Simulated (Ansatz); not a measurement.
Total energies of FeCl3 from Ansatz at PBE-D4/def2-TZVP, gas phase (1 Eh = 27.2114 eV = 2625.5 kJ/mol). The reference geometry is relaxed at r2SCAN-D4/def2-SVP.

```tsv
state	geometry	energy (Eh)
charge 0 sextet	reference	-2643.72174
charge 1 septet	reference	-2643.32760
charge 0 quartet	relaxed at r2SCAN-D4/def2-SVP	-2643.70271
free Fe atom (quintet)	–	-1263.41913
free Cl atom (doublet)	–	-459.95840
```

(1) Work out the vertical ionisation energy to the septet.

(2) Which of the charge 0 states is lowest, and how far above it are the others?

(3) What is the binding energy per atom against free atoms?

(1) E(charge 1 septet) − E(charge 0 sextet) = -2643.32760 − (-2643.72174) = 0.39414 Eh = 10.73 eV. For comparison, −ε of the highest occupied level of the spin that leaves is 7.87 eV at this level, 2.86 eV less.

(2) The sextet. quartet: -2643.70271 − (-2643.72174) = 0.01903 Eh = 50.0 kJ/mol.

(3) Atoms: 1 × (-1263.41913) + 3 × (-459.95840) = -2643.29433 Eh. Binding: -2643.29433 − (-2643.72174) = 0.42741 Eh = 11.63 eV, or 2.91 eV for each of 4 atoms (no zero-point energy, no counterpoise term).

At PBE-D4/def2-TZVP the charge 0 quartet is spin-contaminated (final ⟨S²⟩ up to 3.92, 3.75 for a pure state).  The doublet lies 1.26 eV above the sextet at this level but is left out (at the level of its geometry, ⟨S²⟩ 2.33, where a pure state has 0.75).
